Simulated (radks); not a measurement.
Values are calculated unless marked as measured or tabulated.
Spherical quantum dot in the effective-mass picture: electrons in a parabolic well V = omega^2 r^2 / 2 with omega = 0.679, with a point charge +2 (a donor) at the centre, all in effective atomic units (hartree* = m*/eps^2 hartree, bohr* = eps/m* bohr), one dielectric constant everywhere. Level of theory: non-relativistic Kohn-Sham, LDA (Slater exchange, Perdew-Wang correlation), spin-polarised, spherical densities (a radial shooting solver with Libxc functionals). Levels are named by radial order and angular momentum (1s, 1p, 1d, 2s, ...), and open shells are averaged over m.

N = 17, configuration 1s2 1p6 1d(up 5, down 2) 2s2. This is the lowest configuration that the search found. Occupied and some empty levels:

level,occupation,eigenvalue (hartree*),<r> (bohr*)
1s up,1,5.9746,1.018
1s down,1,5.9838,1.000
1p up,3,6.7901,2.391
1p down,3,6.8267,2.382
2s up,1,6.8479,2.447
2s down,1,6.8821,2.458
1d up,5,7.1866,2.811
1d down,2,7.2256,2.816
1f up,0,7.6017,3.102
1f down,0,7.6393,3.112
2p up,0,7.6491,2.663
2p down,0,7.6739,2.670
1g up,0,8.0468,3.342
1g down,0,8.0815,3.355

Energy (hartree*): total 65.3868, kinetic 12.535, external 5.9019, Hartree 53.575, exchange-correlation -6.6257.

Electron density:

r (bohr*),n(r) (e/bohr*^3)
0.233,1.771
0.493,0.6845
0.752,0.2977
1.01,0.1618
1.27,0.1203
1.53,0.1134
1.79,0.1154
2.05,0.1152
2.31,0.1081
2.57,0.09378
2.83,0.07462
3.09,0.05398
3.35,0.03538
3.61,0.02084
3.87,0.01102
4.13,0.005233
4.39,0.002219
4.65,0.0008414
4.91,0.0002873
5.17,0.00008773
